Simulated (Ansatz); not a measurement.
A nudged elastic band was laid between two geometries of FGeH3 + H3N (9 atoms, charge 0, multiplicity 1).

Level of theory: RKS r2SCAN-D4/def2-SVP (Ansatz 0.2.0).

```json
{
 "movable images": "5",
 "climbing image": "yes",
 "spring": "5.0 eV/Å²",
 "optimiser": "quadratic models (default)",
 "start path": "through a guess of the saddle point",
 "force threshold": "0.03 eV/Å",
 "iteration limit": "60",
 "end points": "relaxed"
}
```

Initial state:

```xyz
9
Properties=species:S:1:pos:R:3
Ge 0.296 0.040 -0.151
F 0.321 -0.196 1.586
H 1.770 0.040 -0.572
H -0.374 1.392 -0.415
H -0.474 -1.136 -0.757
N -2.743 -0.053 1.431
H -2.773 -0.765 0.701
H -2.701 0.848 0.955
H -1.849 -0.168 1.911
```

Final state:

```xyz
9
Properties=species:S:1:pos:R:3
Ge -0.440 0.023 -0.380
F -0.188 0.533 2.649
H 0.675 -0.918 0.073
H -0.057 1.498 -0.280
H -0.874 -0.320 -1.821
N -1.853 -0.227 0.831
H -2.190 -1.191 0.854
H -2.655 0.371 0.630
H -0.944 0.231 2.133
```

Question: Which bonds break or form, and what moves?

Answer: Bonds broken: Ge1–F2, N6–H9. Bonds formed: Ge1–N6, F2–H9. FGeH3 + H3N becomes FH + GeH5N.

Question: What energy profile does the band end with?

Answer: The forces met the threshold. The highest image is number 3 of 0 to 6, 17.8 kcal/mol above the first end and 12.8 kcal/mol above the last; the last end lies 5.0 kcal/mol above the first. A vibrational analysis at the climbing image gives one clearly imaginary mode, 420i cm⁻¹: a first-order saddle point. The orbitals stay closed-shell, which can raise the energy where a bond breaks towards radicals; this wasn't checked here.

| image | path coordinate (Å) | energy (kcal/mol) | Ge1–F2 (Å) | N6–H9 (Å) | Ge1–N6 (Å) |
| --- | --- | --- | --- | --- | --- |
| 0 | 0.00 | 0.0 | 1.75 | 1.02 | 3.43 |
| 1 | 1.11 | 1.2 | 1.75 | 1.02 | 3.37 |
| 2 | 2.23 | 8.8 | 1.82 | 1.02 | 2.35 |
| 3 | 3.34 | 17.8 | 2.15 | 1.14 | 2.00 |
| 4 | 3.70 | 12.4 | 2.41 | 1.37 | 1.94 |
| 5 | 4.05 | 6.4 | 2.74 | 1.55 | 1.89 |
| 6 | 4.40 | 5.0 | 3.08 | 1.65 | 1.88 |

Question: What is the geometry of the highest image?

Answer: 
```xyz
9
Properties=species:S:1:pos:R:3
Ge -0.305 0.102 -0.140
F 0.010 0.619 1.919
H 0.841 -0.886 0.082
H -0.048 1.586 -0.401
H -0.978 -0.401 -1.471
N -1.907 -0.252 1.010
H -2.190 -1.231 1.071
H -2.727 0.314 0.787
H -1.222 0.148 1.831
```

Question: What are the harmonic wavenumbers there?

Answer: 420i, 239, 290, 423, 566, 568, 604, 776, 793, 855, 943, 962, 1016, 1502, 1548, 1984, 2112, 2163, 2195, 3516, 3616 cm⁻¹.

Time of the run: 4 min on 2 threads of Arm Neoverse V1 (shared host), peak memory 0.13 GiB.
